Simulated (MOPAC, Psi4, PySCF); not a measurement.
Two rigid molecules brought together: HBr ··· CH4 (SMILES Br and C). Monomers: optimised at B3LYP-D3(BJ) (def2-TZVP), held rigid. Orientation: lowest of the rigid-body minima from ten starts at GFN2-xTB. R is the distance of the centres of mass, along which the second monomer moves.

- PM7, restricted, heats of formation (MOPAC)
- PM3, restricted, heats of formation (MOPAC)
- RKS-B3LYP/3-21G = restricted B3LYP/3-21G, no counterpoise correction (PySCF)
- SAPT0/jun-cc-pVDZ, frozen core (Psi4)

Interaction energies in kJ/mol; the last columns give the difference from SAPT0:

```csv
R / Å,PM7,PM3,RKS-B3LYP/3-21G,SAPT0/jun-cc-pVDZ,PM7 − SAPT0/jun-cc-pVDZ,PM3 − SAPT0/jun-cc-pVDZ,RKS-B3LYP/3-21G − SAPT0/jun-cc-pVDZ
3.28,26.10,-10.48,19.19,20.79,5.31,-31.27,-1.60
3.49,5.12,-6.52,5.19,7.83,-2.72,-14.35,-2.64
3.72,-3.32,-7.32,-0.57,1.34,-4.67,-8.66,-1.91
3.90,-4.85,-8.11,-1.91,-0.91,-3.95,-7.21,-1.00
4.09,-4.70,-6.97,-2.13,-1.89,-2.81,-5.08,-0.24
4.31,-3.93,-4.70,-1.88,-2.11,-1.82,-2.59,0.24
4.59,-2.97,-2.49,-1.40,-1.83,-1.14,-0.66,0.43
4.93,-2.05,-1.08,-0.87,-1.33,-0.72,0.25,0.46
5.41,-1.22,-0.33,-0.36,-0.79,-0.43,0.46,0.43
6.12,-0.50,-0.06,-0.14,-0.38,-0.12,0.31,0.24
7.11,-0.27,-0.01,-0.07,-0.15,-0.12,0.14,0.08
8.41,-0.10,0.00,-0.03,-0.05,-0.05,0.05,0.02
```

PM7 is furthest from SAPT0/jun-cc-pVDZ at 3.28 (5.31 kJ/mol, above); its mean absolute difference over the points is 1.99 kJ/mol.

PM3 is furthest from SAPT0/jun-cc-pVDZ at 3.28 (-31.27 kJ/mol, below); its mean absolute difference over the points is 5.92 kJ/mol.

RKS-B3LYP/3-21G is furthest from SAPT0/jun-cc-pVDZ at 3.49 (-2.64 kJ/mol, below); its mean absolute difference over the points is 0.77 kJ/mol.
